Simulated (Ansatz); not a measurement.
Geometry optimisation, Ansatz 0.2.0, RKS PBE0-D4/def2-SVP.

Input file:

```yaml
crystal:
  periodic: [false, false, false]
  atoms:
    - { symbol: Ga, position_ang: [0.159723, 0.668521, -0.542842] }
    - { symbol: O, position_ang: [-0.315097, -0.003386, 2.314576] }
    - { symbol: H, position_ang: [-1.031362, -0.13738, 1.673033] }
    - { symbol: "N", position_ang: [1.69903, 0.044891, -1.237773] }
    - { symbol: H, position_ang: [1.821582, -0.951984, -1.38241] }
    - { symbol: H, position_ang: [2.563989, 0.473964, -0.926734] }
    - { symbol: "N", position_ang: [-1.511525, -0.064844, -0.466688] }
    - { symbol: H, position_ang: [-1.708148, -0.908515, -0.99858] }
    - { symbol: H, position_ang: [-2.292371, 0.583421, -0.545376] }
    - { symbol: Br, position_ang: [0.155726, 2.867813, 0.398179] }
    - { symbol: H, position_ang: [-0.269846, 0.9795, 2.355414] }
basis:
  gaussian: { orbitals: def2-SVP }
hamiltonian:
  xc: pbe0
  dispersion: d4
relax:
  f_tol: 0.03
  max_steps: 50
```

Command:

```bash
$ ansatz run input.yaml --threads 4 --pin off --max-ram 5120MiB --backend cpu --events-out ev --progress --plain --runs-dir out
```

Problem. Where does it end, and by what steps?

Solution. The forces met the threshold. After 10 steps the energy has fallen by 0.421 eV; O2 moved furthest, 0.58 Å. Joined: Ga1–O2 (2.97 → 2.15 Å).

| step | energy less start (eV) | largest force component (eV/Å) | accepted |
| --- | --- | --- | --- |
| 0 | 0.0000 | 0.987 | yes |
| 1 | -0.1078 | 1.514 | yes |
| 2 | -0.2643 | 1.511 | yes |
| 3 | -0.3418 | 0.851 | yes |
| 4 | -0.4005 | 0.321 | yes |
| 5 | -0.4081 | 0.434 | yes |
| 6 | -0.4172 | 0.186 | yes |
| 7 | -0.4187 | 0.112 | yes |
| 8 | -0.4204 | 0.105 | yes |
| 9 | -0.4209 | 0.031 | yes |
| 10 | -0.4210 | 0.016 | yes |

```xyz
11
Properties=species:S:1:pos:R:3
Ga 0.132 0.707 -0.242
O -0.066 0.024 1.787
H -0.972 -0.230 1.473
N 1.610 0.035 -1.069
H 1.738 -0.971 -1.100
H 2.498 0.486 -0.878
N -1.581 -0.055 -0.354
H -1.691 -0.831 -1.003
H -2.319 0.616 -0.562
Br 0.102 2.987 0.215
H -0.180 0.784 2.374
```

Whether the end is a true minimum wasn't checked by a vibrational analysis.

Time of the run: 33 s on 4 threads of Arm Neoverse V2, with other jobs on the host, peak memory 0.41 GiB.
